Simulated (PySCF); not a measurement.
## Ionisation energy of Ba by level of theory

Ba [Xe] 6s2 (1S) → Ba⁺ [Xe] 6s1 (2S), as a difference of total energies. Computed with PySCF 2.14 in ANO-RCC-VTZP, with the spin-free X2C one-electron Hamiltonian (Gaussian nucleus). Correlated levels: valence and next inner shell: [Kr] 4d10 frozen. The calculations carry no spin-orbit coupling.

```tsv
method	ionisation energy (eV)	error (eV)
UHF	4.319	-0.893
MP2 (valence and next inner shell)	5.106	-0.106
SCS-MP2 (valence and next inner shell)	5.126	-0.086
CCSD (valence and next inner shell)	5.112	-0.100
CCSD(T) (valence and next inner shell)	5.187	-0.025
```

Reference: 5.212 eV (measured; NIST Atomic Spectra Database, ionization energies).

Errors of the correlated levels include the incompleteness of this basis and the frozen core.
